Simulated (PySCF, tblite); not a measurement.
Isomers of C6H12O2SSi, one GFN2-xTB conformer each. Single-point energies are computed at PBE0/pcSseg-1 (PySCF, gas phase, no added dispersion term), electronic only.

Question: Rank them by PBE0/pcSseg-1 energy, lowest first (kcal/mol).
A. `[CH3:1][O:2][C@@H:3]1[Si@@H:4]([S:5][CH3:6])[C@@:7]1([CH3:8])[CH:9]=[O:10]` with C1–O2–C3–Si4 -85°, C3–Si4–S5–C6 117°, Si4–C7–C9–O10 -117°
B. `[CH3:1][S:2]/[C:3]([CH3:4])=[C:5](/[CH3:6])[SiH2:7][O:8][CH:9]=[O:10]` with C1–S2–C3–C4 -79°, C3–C5–Si7–O8 -69°, C5–Si7–O8–C9 -177°, Si7–O8–C9–O10 1°
C. `[CH3:1][CH:2]([CH3:3])[S:4][C@@H:5]1[CH2:6][Si@H:7]1[C:8](=[O:9])[OH:10]` with C1–C2–S4–C5 -68°, C2–S4–C5–C6 161°, C6–Si7–C8–O9 27°, Si7–C8–O10–H 180°
D. `[CH3:1][S:2][CH2:3][C@H:4]1[CH2:5][O:6][CH2:7][C:8](=[O:9])[SiH2:10]1` with C1–S2–C3–C4 79°, S2–C3–C4–C5 66°, C3–C4–C5–O6 103°, C4–C5–O6–C7 85°, C5–O6–C7–C8 -69°, O6–C7–C8–O9 175°
E. `[CH3:1][S@@:2](=[O:3])[C@H:4]1[CH2:5][C@H:6]([CH:7]=[O:8])[CH2:9][SiH2:10]1` with C1–S2–C4–C5 164°, C5–C6–C7–O8 131°, S2–C4–C5–C6 79°, C4–C5–C6–C7 170°, C5–C6–C9–Si10 -38°, C6–C9–Si10–C4 14°
F. `[CH3:1][S:2][C:3]([SiH2:4][O:5][CH:6]=[O:7])=[C:8]([CH3:9])[CH3:10]` with C1–S2–C3–Si4 73°, S2–C3–Si4–O5 -124°, C3–Si4–O5–C6 -178°, Si4–O5–C6–O7 1°
G. `[CH3:1][Si@@H:2]([O:3][CH:4]=[O:5])[S:6][C:7]1([CH3:8])[CH2:9][CH2:10]1` with C1–Si2–O3–C4 -60°, Si2–O3–C4–O5 -2°, C1–Si2–S6–C7 -177°, Si2–S6–C7–C8 81°

Answer: G (0.0), F (23.0), B (25.6), C (51.9), D (60.9), A (63.7), E (75.7).

As drawn, the lowest has a three-membered ring, a C(=O)–O unit and an Si–O bond, which the highest lacks; the highest has an S=O bond, which the lowest lacks. GFN2-xTB itself gives, in the same order: 0.0, 14.8, 16.0, 67.8, 53.1, 65.3, 56.4. Both levels put the same isomer lowest; measured from each level's own lowest isomer, the values differ by up to 19.3 kcal/mol (C[S@@](=O)[C@H]1C[C@H](C=O)C[SiH2]1: 56.4 against 75.7).

Q: Which frontier levels, dipoles and rotational constants go with these structures?

A: 
```
                             SMILES  HOMO (eV, PBE0/pcSseg-1)  LUMO (eV)  dipole (D)       A, B, C (MHz)
            C[Si@@H](OC=O)SC1(C)CC1                     -7.10      -0.16        1.58  1721, 604.8, 516.9
              CSC([SiH2]OC=O)=C(C)C                     -6.41      -0.77        3.21  1372, 621.5, 478.8
            CS/C(C)=C(/C)[SiH2]OC=O                     -6.64      -0.95        4.01  1394, 687.8, 521.0
        CC(C)S[C@@H]1C[Si@H]1C(=O)O                     -6.05      -1.12        1.97  1522, 549.4, 490.4
           CSC[C@H]1COCC(=O)[SiH2]1                     -6.49      -1.38        1.74  2157, 488.3, 445.6
   CO[C@@H]1[Si@@H](SC)[C@@]1(C)C=O                     -6.62      -1.05        3.00  1203, 759.5, 529.3
C[S@@](=O)[C@H]1C[C@H](C=O)C[SiH2]1                     -6.86      -0.68        5.53  1757, 638.6, 559.9
```

Q: What happens when harmonic zero-point energies from GFN2-xTB frequencies are added?

A: 
```tsv
SMILES	ZPE (kcal/mol)	electronic (kcal/mol)	with ZPE (kcal/mol)
C[Si@@H](OC=O)SC1(C)CC1	105.7	0.0	0.0
CSC([SiH2]OC=O)=C(C)C	103.1	23.0	20.3
CS/C(C)=C(/C)[SiH2]OC=O	103.1	25.6	23.1
CC(C)S[C@@H]1C[Si@H]1C(=O)O	105.7	51.9	51.9
CSC[C@H]1COCC(=O)[SiH2]1	104.8	60.9	60.0
CO[C@@H]1[Si@@H](SC)[C@@]1(C)C=O	104.7	63.7	62.7
C[S@@](=O)[C@H]1C[C@H](C=O)C[SiH2]1	104.5	75.7	74.4
```

The zero-point energies span 2.6 kcal/mol. The order is unchanged.
